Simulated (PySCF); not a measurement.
C2HF2O3 (charge -1).
SMILES with atom numbers: `[O:1]=[C:2]([O-:3])[O:4][CH:5]([F:6])[F:7]` (hydrogens: H8 on C5)

Theory: PySCF 2.14.0, PBE0-D3(BJ)/def2-SVP geometry optimisation, gas phase.

**Question.** What internal coordinates does the optimisation give?

**Answer.** 
```json
{"bond": "O1=C2", "length (pm)": "122.1", "order": "double"}
{"bond": "C2–O3", "length (pm)": "121.0", "order": "single"}
{"bond": "C2–O4", "length (pm)": "155.6", "order": "single"}
{"bond": "O4–C5", "length (pm)": "131.0", "order": "single"}
{"bond": "C5–F6, C5–F7", "length (pm)": "137.8", "order": "single"}
{"bond": "C5–H8", "length (pm)": "110.3", "order": "single"}
```

Bonds in one row agree within 1 pm and their mean is given. Orders are formal, as drawn. A selection of angles:
```json
{"angle": "O1–C2–O3", "degrees": "137.6"}
{"angle": "O1–C2–O4", "degrees": "113.2"}
{"angle": "O3–C2–O4", "degrees": "109.3"}
{"angle": "C2–O4–C5", "degrees": "117.9"}
{"angle": "O4–C5–F6", "degrees": "111.4"}
{"angle": "O4–C5–H8", "degrees": "113.1"}
{"angle": "F6–C5–F7", "degrees": "103.9"}
{"angle": "F6–C5–H8", "degrees": "108.4"}
```

Dihedral angles: O1–C2–O4–C5 0° (synperiplanar); C2–O4–C5–F6 -121° (anticlinal).

The C–O distances run from 1.210 Å (C2–O3, drawn single in a drawing that doesn't fit all lengths) to 1.556 Å (C2–O4, drawn single in a drawing that doesn't fit all lengths), a spread of 0.346 Å. Of the pairs four or more bonds apart, O1···H8 is among the closest relative to their van der Waals radii: 2.15 Å, 79 % of the sum of Bondi's values. C2 (carbonate carbon) is planar (angles 137.6°, 113.2° and 109.3°, sum 360.0°, 0.00 Å off the plane of its three neighbours).

Point group: Cs (tolerance 0.08 Å). Whether it is a minimum is left open (no frequencies). The geometry's basis has no diffuse functions, a weakness for an anion.

One conformer stands for the species.
